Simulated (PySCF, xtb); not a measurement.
H2OPbS, SMILES [OH][Pb][SH] (connectivity only; charge and spin as stated), neutral, multiplicity 1. Other conformers were not sampled.

Harmonic wavenumbers (cm⁻¹) from GFN2-xTB (xtb) at its own minimum, in rising order: 103, 249, 289, 347, 446, 575, 637, 2457, 3729.

Question: What does PBE-D3(BJ)/def2-TZVP (PySCF) give at its own minimum? (An estimate is asked for; the answer gives what the named calculation found.)

Answer: 120, 228, 284, 379, 507, 556, 734, 2613, 3702. Paired by order, the mean absolute difference is 48 cm⁻¹ and the zero-point energies are 12.6 and 13.0 kcal/mol.
